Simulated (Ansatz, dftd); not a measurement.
Species: BAsH3, charge 0, doublet. BAsH3 (SMILES [AsH2][BH], doublet).
B3LYP-D3(BJ)/def2-TZVP minimum from Ansatz (a quantum-chemistry and plane-wave program):
```
As
H 1 1.5162
H 1 1.5230 2 96.38
B 1 1.9707 2 99.74 3 102.08
H 4 1.1865 1 131.60 2 -150.25
```
Charge 0, spin multiplicity 2.

Property: atomisation energy (electronic, to ground-state atoms), in kcal/mol. Radicals and triplets start from unrestricted determinants; spin-orbit coupling is neglected. Correlated methods leave the cores frozen (noble-gas shells, and filled d and f shells in the p block). No relativity. CBS(X,Y): correlation extrapolated as X^-3, Hartree-Fock from the larger set. A bracket is a step between two methods taken in the basis named. Double hybrids freeze cores in their MP2 part. For partners of very few electrons the exact lower level stands in for a higher one.

| level | program | atomisation energy (kcal/mol) | difference against the last row |
|---|---|---|---|
| HF/cc-pVDZ | Ansatz | 201.8 | -81.7 |
| PBE-D3(BJ)/def2-TZVPD | Ansatz + dftd3 | 294.1 | 10.6 |
| PBE0-D3(BJ)/def2-TZVPD | Ansatz + dftd3 | 289.7 | 6.2 |
| PBE0/def2-TZVPD | Ansatz | 288.1 | 4.6 |
| r2SCANh/def2-TZVPD | Ansatz | 292.4 | 8.9 |
| wB97M-V/def2-TZVPD | Ansatz | 286.5 | 3.0 |
| B2PLYP-D3(BJ)/def2-TZVPD | Ansatz + dftd3 | 285.0 | 1.5 |
| B2GP-PLYP/def2-TZVPD | Ansatz | 281.2 | -2.3 |
| MP2/cc-pVDZ | Ansatz | 253.8 | -29.7 |
| MP2/CBS(cc-pVTZ,cc-pVQZ) | Ansatz | 278.8 | -4.7 |
| CCSD/cc-pVQZ | Ansatz | 275.5 | -8.0 |
| CCSDT(Q)/cc-pVDZ | Ansatz | 257.4 | -26.1 |
| CCSDTQ/cc-pVDZ | Ansatz | 257.4 | -26.1 |
| CCSD(T)/CBS(cc-pVTZ,cc-pVQZ) + [CCSDT(Q) - CCSD(T)]/cc-pVTZ + [CCSDTQ - CCSDT(Q)]/cc-pVDZ | Ansatz | 283.5 | 0.0 |
